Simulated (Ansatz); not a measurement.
A series at Si: from `O[Si](F)(F)F`, ligands are replaced one by one, each step taking up H₂ and setting free H–F; n counts the steps. Ansatz, PBE0-D4/def2-TZVP geometries. Each molecule was computed in one conformer, which needn't be the lowest.

```
n        molecule  HOMO energy, ωB97M-V/def2-TZVPP (eV)
0  `O[Si](F)(F)F`                                -13.20
1    `O[SiH](F)F`                                -12.87
2      `O[SiH2]F`                                -11.63
3       `O[SiH3]`                                     ?
```

Question: By hand: fit a straight line y = ȳ + b (n − n̄) to the 3 given rows and predict n = 3.

Answer: n̄ = 1.000, ȳ = -12.567; Σ(n − n̄)(y − ȳ) = 1.570, Σ(n − n̄)² = 2.000, so b = 0.785 eV a step. Prediction: -12.567 + (0.785) × (2.000) = -11.00 eV.

Question: By hand: compare with the computed value, -11.07 eV, and give the steps along the whole series.

Answer: The line misses by -0.07 eV (computed minus predicted). Steps: 0.33, 1.24, 0.56 eV.

The steps differ by up to 0.91 eV without a steady trend. The highest orbital can change its character along such a series. The miss is 3.3 % of the series' range.
